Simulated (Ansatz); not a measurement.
HBe (SMILES [BeH]), doublet, geometry from GFN2-xTB (such geometries of metal compounds can be far from the true shape) (the spin is typed, not shown lowest). Base run: Ansatz (a first-principles code) with PBE/def2-TZVP.

Input for Ansatz:
Ansatz 0.2 input:
```yaml
crystal:
  periodic: [false, false, false]
  atoms:
    - {symbol: Be, position_ang: [-0.00000000, -0.00000000, -0.26243405]}
    - {symbol: H, position_ang: [0.00000000, 0.00000000, 1.04973619]}
basis:
  gaussian:
    orbitals: def2-TZVP
hamiltonian:
  xc: pbe
magnetization: {spin_polarized: true, initial_magnetization: 1}
```

Each row names what was changed in the base input (with any setting that the change needs).

| change | basis functions | E (Eh) |
|---|---|---|
| base | 25 | -15.21412 |
| basis = STO-3G | 6 | -14.99780 |
| basis = def2-SV(P) | 11 | -15.19558 |
| basis = 6-31G | 11 | -15.20821 |
| basis = pc-1 | 14 | -15.20595 |
| basis = def2-SVP | 14 | -15.19800 |
| basis = pcseg-1 | 14 | -15.20673 |
| basis = 6-31G** | 20 | -15.21120 |
| basis = 6-31+G* | 21 | -15.21285 |
| basis = aug-pcseg-1 | 22 | -15.20696 |
| basis = pcseg-2 | 29 | -15.21563 |
| basis = 6-311++G** | 29 | -15.21477 |
| basis = cc-pVQZ | 85 | -15.21721 |

Totals compare only among sets that treat the same electrons; sets with core potentials leave the core out.
